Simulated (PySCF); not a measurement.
C₆H₈F₂.
Geometry (GFN2-xTB, Å), atoms numbered from 1 in this order:
```
atom  x, y, z in Å
C1    -1.8245    1.1365    0.3947
C2    -1.5301   -0.0288   -0.1713
C3    -0.2789   -0.7653   -0.0509
C4    -0.1249   -1.9439   -0.6529
C5     0.8463   -0.1614    0.7489
C6     1.5585    0.9174   -0.0561
F7     2.2860    0.3687   -1.0593
F8     2.4447    1.5902    0.7229
H9    -1.1411    1.6758    1.0288
H10   -2.7855    1.5980    0.2455
H11   -2.2740   -0.5143   -0.7898
H12   -0.9113   -2.3846   -1.2412
H13    0.7911   -2.5042   -0.5825
H14    0.4749    0.2924    1.6684
H15    1.5820   -0.9247    1.0078
H16    0.8792    1.6571   -0.5062
```

Computed with PySCF, TDDFT CAM-B3LYP/def2-SVPD, vertical, gas phase, core orbitals frozen in the response.

Kohn–Sham orbitals with the atoms that hold most of them (Löwdin shares over 4%, at most four atoms; ? is withheld):

| orbital | ε (eV) | atoms |
| --- | --- | --- |
| LUMO+2 | 1.73 | C4 21%, H12 11%, H9 10%, C1 9% |
| LUMO+1 | 1.35 | C1 19%, C2 10%, C4 10%, C6 8% |
| LUMO | -0.13 | ? |
| HOMO | -8.39 | ? |
| HOMO-1 | -10.76 | C2 22%, C1 15%, C3 14%, C5 10% |
| HOMO-2 | -11.35 | C3 16%, C5 15%, C2 13%, F8 10% |
| HOMO-3 | -11.52 | C6 12%, F7 12%, C3 11%, F8 11% |

Task: Give the leading atoms of the HOMO.

Result: C4 (bonded to C and 2 H) 25%; C1 (bonded to C and 2 H) 23%; C3 (bonded to 3 C) 19%; C2 (bonded to 2 C and H) 17%.

Task: Which atoms hold the LUMO, and with what shares?

Result: C4 (bonded to C and 2 H) 24%; C1 (bonded to C and 2 H) 22%; C3 (bonded to 3 C) 16%; C2 (bonded to 2 C and H) 16%.

Task: How does S1 compare with the orbital gap of 8.25 eV?

Result: S1 is at 5.86 eV (f = 0.561), 2.39 eV below the gap, made of HOMO→LUMO (98%). Without the coupling terms of the response equations the lowest excitation would equal the gap.

Task: One configuration dominates each of S1 and S2. Which, and how do the shares of the two leading atoms of either orbital change from the occupied to the empty one?

Result: 
- S1 (5.86 eV, f 0.561), HOMO→LUMO (98%): C4 25% → 24%, C1 23% → 22%
- S2 (6.90 eV, f 0.0026), HOMO→LUMO+1 (85%): C4 25% → 10%, C1 23% → 19%, C2 17% → 10%

One conformer stands for the species.
